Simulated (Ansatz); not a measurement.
```xyz
6

N     0.497   -0.973   -0.050
Ga   -0.307    0.627    0.034
Br   -1.134    1.385    2.008
Br   -0.488    1.912   -1.829
H     0.854   -1.363   -0.905
H     0.578   -1.588    0.740
```

Total charge 0; spin multiplicity 1.

Task: List the r2SCAN/def2-TZVPP orbital energies in eV (Ansatz 0.2.0). (Estimate.)

Result: Ansatz gave: Occupied: -13122.02, -13122.02, -10123.41, -1695.24, -1695.24, -1526.00, -1526.00, -1525.94, -1525.94, -1525.94, -1525.94, -1245.54, -1101.97, -1101.90, -1101.85, -385.52, -234.89, -234.89, -175.11, -175.11, -174.92, -174.92, -174.90, -174.90, -149.23, -102.14, -101.98, -101.86, -68.94, -68.94, -68.90, -68.90, -68.88, -68.88, -68.74, -68.74, -68.74, -68.74, -22.93, -21.91, -21.82, -21.67, -21.58, -21.07, -19.92, -19.63, -12.92, -12.25, -9.85, -9.12, -8.24, -7.78, -7.70, -7.52, -6.91. Lowest empty: -1.90, -1.22, 0.82, 1.44, 2.58, 2.68, 3.12, 4.49.
